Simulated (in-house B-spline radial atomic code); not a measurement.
## RPA and G0W0 on wB97X: Ge III (Ge2+)

Configuration [Ar] 3d10 4s2, mean-field start wB97X. Computed with an all-electron radial atomic-structure program (B-spline basis): all electrons, scalar-relativistic (spin-free one-electron X2C), finite nucleus, each spin shell either full or empty, empty states to l = 9 with an (l + 1/2)⁻⁴ tail; G0W0 by contour deformation at full frequency.

Command:
```bash
python run_gw.py task.json out
```
Settings (radii: box in bohr, nucleus in fm):
```
Z                        32
electrons                30
configuration            [Ar] 3d10 4s2
hamiltonian              x2c
method                   wb97x
lmax                     9
rms_radius               4.0742
spin_polarised           False
box_radius               17.55
intervals                70
ion_configuration        [Ar] 3d10 4s1
```

Time taken, with all properties: 24 s on 1 thread of Arm Neoverse N1 (shared host).

Energies (hartree):

| term | value |
| --- | --- |
| mean-field total | -2097.99249 |
| Hartree-Fock functional on these orbitals | -2096.26291 |
| direct second order | -2.5966 |
| second-order exchange | 0.74831 |
| SOSEX correction | 0.6816 |

Problem. What is the RPA correlation energy, and what remains with SOSEX?

Solution. RPA gives -2.2164 hartree (-2.01 eV per electron); RPA + SOSEX gives -1.5348, and the second-order doubles -1.8483 hartree (no singles). SOSEX takes back 31 % of the RPA value.

Quasi-particle levels (eV):

```
level  occupied  mean field  Σx - vxc     Σc  QP weight     G0W0
   4s       yes      -32.96      0.41      ?          ?        ?
   4p        no     -16.474      1.75  -1.17      0.967  -15.889
```

G0W0 = mean field + (Σx - vxc) + Σc, with Σc (partial-wave tail included) taken at the quasi-particle energy. Only the outer levels were computed. Levels of low weight are left out.

Problem. Where does G0W0 put 4s?

Solution. At -34.35 eV, with Σc = -1.80 eV and a quasi-particle weight of 0.964. The tabulated removal energy is 34.058 ± 0.0012 eV (NIST, measured); the calculation leaves out spin-orbit coupling, Breit and QED terms, and what these don't explain is the method's own error.

Problem. What does it cost to remove one electron (to [Ar] 3d10 4s1) by differences of total energies, each species on its own start (correlation terms add to the Hartree-Fock functional)?

Solution. wB97X 34.27 eV, Hartree-Fock functional 32.11 eV, + RPA 34.07 eV, + RPA + SOSEX 33.63 eV, + second order 34.39 eV. Tabulated: 34.058 ± 0.0012 eV (NIST, measured); the calculation leaves out spin-orbit coupling, Breit and QED terms, and what these don't explain is the method's own error.
